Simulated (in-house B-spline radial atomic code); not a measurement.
The silicon ion Si²⁺ is squeezed into an impenetrable sphere of radius R (the orbitals vanish at R). Level of theory: non-relativistic PBE, spin-polarised, spherical fractional occupations, point nucleus; calculated with an all-electron radial atomic-structure program (B-spline basis).

Energies in eV above the free ion in [Ne] 3s2:

```json
{"R (bohr)": "9.87", "highest level (eV)": "-28.5", "[Ne] 3s2": "0", "[He] 2s1 2p6 3s2 3d1": "157.6", "[He] 2s1 2p6 3s2 3p1": "146.1", "-dE/dV in [Ne] 3s2 (GPa)": "2.58e-06"}
{"R (bohr)": "6.19", "highest level (eV)": "-28.5", "[Ne] 3s2": "0.01098", "[He] 2s1 2p6 3s2 3d1": "157.8", "[He] 2s1 2p6 3s2 3p1": "146.2", "-dE/dV in [Ne] 3s2 (GPa)": "0.0585"}
{"R (bohr)": "4.66", "highest level (eV)": "-28.1", "[Ne] 3s2": "0.3495", "[He] 2s1 2p6 3s2 3d1": "158.8", "[He] 2s1 2p6 3s2 3p1": "146.6", "-dE/dV in [Ne] 3s2 (GPa)": "2.96"}
{"R (bohr)": "4.34", "highest level (eV)": "-27.8", "[Ne] 3s2": "0.6878", "[He] 2s1 2p6 3s2 3d1": "159.5", "[He] 2s1 2p6 3s2 3p1": "147", "-dE/dV in [Ne] 3s2 (GPa)": "6.56"}
{"R (bohr)": "3.33", "highest level (eV)": "-24.4", "[Ne] 3s2": "5.274", "[He] 2s1 2p6 3s2 3d1": "166.8", "[He] 2s1 2p6 3s2 3p1": "152.9", "-dE/dV in [Ne] 3s2 (GPa)": "80.2"}
{"R (bohr)": "2.94", "highest level (eV)": "-20.5", "[Ne] 3s2": "11.29", "[He] 2s1 2p6 3s2 3d1": "175.3", "[He] 2s1 2p6 3s2 3p1": "161", "-dE/dV in [Ne] 3s2 (GPa)": "219"}
{"R (bohr)": "2.71", "highest level (eV)": "-16.5", "[Ne] 3s2": "17.7", "[He] 2s1 2p6 3s2 3d1": "184.2", "[He] 2s1 2p6 3s2 3p1": "169.8", "-dE/dV in [Ne] 3s2 (GPa)": "407"}
{"R (bohr)": "2.17", "highest level (eV)": "3.39", "[Ne] 3s2": "52.52", "[He] 2s1 2p6 3s2 3d1": "230", "[He] 2s1 2p6 3s2 3p1": "218", "-dE/dV in [Ne] 3s2 (GPa)": "2010"}
{"R (bohr)": "1.86", "highest level (eV)": "30.4", "[Ne] 3s2": "103", "[He] 2s1 2p6 3s2 3d1": "293.6", "[He] 2s1 2p6 3s2 3p1": "287.7", "-dE/dV in [Ne] 3s2 (GPa)": "5810"}
{"R (bohr)": "1.56", "highest level (eV)": "84.3", "[Ne] 3s2": "211.4", "[He] 2s1 2p6 3s2 3d1": "424.8", "[He] 2s1 2p6 3s2 3p1": "434.1", "-dE/dV in [Ne] 3s2 (GPa)": "19000"}
```

Q: Does [He] 2s1 2p6 3s2 3d1 fall below [Ne] 3s2 under compression?

A: No, it stays above over the whole range.

Q: Does [He] 2s1 2p6 3s2 3p1 fall below [Ne] 3s2 under compression?

A: No, it stays above over the whole range.

The highest level is first positive in the row R = 2.17 bohr, pushed up by confinement above the zero of the free ion's potential. Each configuration is held fixed and needn't be the lowest in the sphere.
